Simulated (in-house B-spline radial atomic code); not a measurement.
**Ir V (Ir4+): [Xe] 4f14 5d4 9s1 (an excited or competing configuration)**

All numbers are computed (Dirac-Hartree-Fock, average of configuration; Fermi nucleus of rms radius 5.4032 fm) with an all-electron radial atomic-structure program (B-spline basis), not measured.

Z_r = [3n² - l(l+1)]/(2<r>); Z_e = n√(-2ε); the last column is Slater's effective charge. Values are occupation-weighted means over j. An effective charge above Z reflects the relativistic contraction of the inner shells.

```json
{"shell": "1s", "electrons": "2", "ε (eV)": "-76671", "<r> (bohr)": "0.01744", "Z_r": "86.01", "Z_e": "75.07", "Slater": "76.70"}
{"shell": "2s", "electrons": "2", "ε (eV)": "-13605", "<r> (bohr)": "0.07292", "Z_r": "82.28", "Z_e": "63.24", "Slater": "72.85"}
{"shell": "2p", "electrons": "6", "ε (eV)": "-11920", "<r> (bohr)": "0.06576", "Z_r": "76.03", "Z_e": "59.20", "Slater": "72.85"}
{"shell": "3s", "electrons": "2", "ε (eV)": "-3294.4", "<r> (bohr)": "0.1895", "Z_r": "71.23", "Z_e": "46.68", "Slater": "65.75"}
{"shell": "3p", "electrons": "6", "ε (eV)": "-2786.7", "<r> (bohr)": "0.1901", "Z_r": "65.76", "Z_e": "42.93", "Slater": "65.75"}
{"shell": "3d", "electrons": "10", "ε (eV)": "-2180.9", "<r> (bohr)": "0.1734", "Z_r": "60.57", "Z_e": "37.98", "Slater": "55.85"}
{"shell": "4s", "electrons": "2", "ε (eV)": "-785.88", "<r> (bohr)": "0.4233", "Z_r": "56.70", "Z_e": "30.40", "Slater": "49.25"}
{"shell": "4p", "electrons": "6", "ε (eV)": "-614.78", "<r> (bohr)": "0.4485", "Z_r": "51.28", "Z_e": "26.89", "Slater": "49.25"}
{"shell": "4d", "electrons": "10", "ε (eV)": "-390.09", "<r> (bohr)": "0.4782", "Z_r": "43.91", "Z_e": "21.42", "Slater": "37.85"}
{"shell": "5s", "electrons": "2", "ε (eV)": "-174.87", "<r> (bohr)": "0.98", "Z_r": "38.26", "Z_e": "17.93", "Slater": "19.35"}
{"shell": "4f", "electrons": "14", "ε (eV)": "-143.38", "<r> (bohr)": "0.5286", "Z_r": "34.05", "Z_e": "12.99", "Slater": "26.45"}
{"shell": "5p", "electrons": "6", "ε (eV)": "-125.8", "<r> (bohr)": "1.108", "Z_r": "32.95", "Z_e": "15.20", "Slater": "19.35"}
{"shell": "5d", "electrons": "4", "ε (eV)": "-68.584", "<r> (bohr)": "1.428", "Z_r": "24.16", "Z_e": "11.23", "Slater": "7.95"}
{"shell": "9s", "electrons": "1", "ε (eV)": "-10.168", "<r> (bohr)": "10.09", "Z_r": "12.04", "Z_e": "7.78", "Slater": "5.00"}
```

The least bound orbital is 9s1/2 at -10.17 eV, and it is also the most diffuse (<r> = 10.09 bohr).

Spin-orbit splittings of the orbital energies (j = l + 1/2 above j = l - 1/2 when positive): 2p 1631 eV, 3p 362.2 eV, 3d 77.5 eV, 4p 86.64 eV, 4d 16.32 eV, 4f 3.292 eV, 5p 14.83 eV, 5d 1.613 eV.

For the 1s electron the small component carries 8.5 % of the norm, the zero-frequency Breit interaction raises the level by 277.8 eV, self-energy by 176 eV, and vacuum polarisation lowers it by 34.82 eV.
